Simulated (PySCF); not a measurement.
C5H9N, SMILES C=C(C)/N=C/C.

Geometry: B3LYP-D3(BJ)/def2-SVP. The structure was generated by enumeration; whether it is a known compound was not checked. The values are those of a single conformer.

Computed with PySCF with TDDFT-PBE/def2-SVPD.

Vertical excitations. Isolated molecule, no solvent.

```
state  energy (eV)  λ (nm)      f                                                               main pairs
-----  -----------  ------  -----  -----------------------------------------------------------------------
S1            4.22     294  0.051                                                           HOMO→LUMO 95 %
S2            5.26     236  0.005                                       HOMO−1→LUMO 76 %, HOMO→LUMO+1 16 %
S3            5.68     218  0.030                                       HOMO→LUMO+2 76 %, HOMO→LUMO+1 16 %
S4            6.05     205  0.019                                                         HOMO→LUMO+3 94 %
S5            6.23     199  0.168  HOMO→LUMO+1 43 %, HOMO−1→LUMO+1 19 %, HOMO→LUMO+2 17 %, HOMO−1→LUMO 8 %
S6            6.55     189  0.034                   HOMO→LUMO+4 68 %, HOMO−1→LUMO+1 14 %, HOMO−2→LUMO 14 %
S7            6.63     187  0.100                   HOMO→LUMO+4 29 %, HOMO−2→LUMO 27 %, HOMO−1→LUMO+1 22 %
S8            6.88     180  0.003                                     HOMO−1→LUMO+2 48 %, HOMO→LUMO+5 42 %
S9            6.93     179  0.032                                     HOMO→LUMO+5 50 %, HOMO−1→LUMO+2 40 %
S10           7.12     174  0.030                                                         HOMO−3→LUMO 81 %
T1            3.39     366      0                                                           HOMO→LUMO 97 %
T2            4.39     282      0                                       HOMO−1→LUMO 82 %, HOMO→LUMO+1 13 %
T3            4.72     263      0                                       HOMO→LUMO+1 72 %, HOMO−2→LUMO 12 %
T4            5.50     225      0                                                         HOMO−2→LUMO 72 %
```
Triplets are in the Tamm–Dancoff approximation, which puts them higher than full response would, so one can lie above its singlet here.
